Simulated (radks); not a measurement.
The numbers below are computed, except where a source is named.
Charge is removed step by step from the 1s down level of the magnesium ion Mg8+, starting from 1s(up 1, down 1) 2s2. Level of theory: scalar-relativistic Kohn-Sham, PBE, spin-polarised, spherical densities, point nucleus (a radial shooting solver on a logarithmic mesh with Libxc functionals).

| removed (e) | E - E(0) (eV) | eigenvalue (eV) | E minus straight line (eV) |
|---|---|---|---|
| 0 | 0.000 | -1572.8 | 0.000 |
| 0.125 | 197.78 | -1591.6 | -7.509 |
| 0.25 | 397.88 | -1610.2 | -12.684 |
| 0.375 | 600.28 | -1628.2 | -15.570 |
| 0.5 | 804.90 | -1645.7 | -16.233 |
| 0.625 | 1011.7 | -1662.2 | -14.766 |
| 0.75 | 1220.4 | -1677.1 | -11.324 |
| 0.875 | 1430.8 | -1688.4 | -6.211 |
| 1 | 1642.3 | -1693.7 | 0.000 |

Removing the whole electron costs 1642.3 eV by Delta-SCF, against 1572.8 eV from minus the eigenvalue at the starting occupation. Slater's transition state (half an electron removed) gives 1645.7 eV. Integrating minus the eigenvalue over the occupation (Janak's theorem) gives 1642.3 eV. In this scalar-relativistic scheme the density is built from large components alone, so the theorem holds only approximately. The mean slope of the eigenvalue, de/dn, is 121 eV per electron.
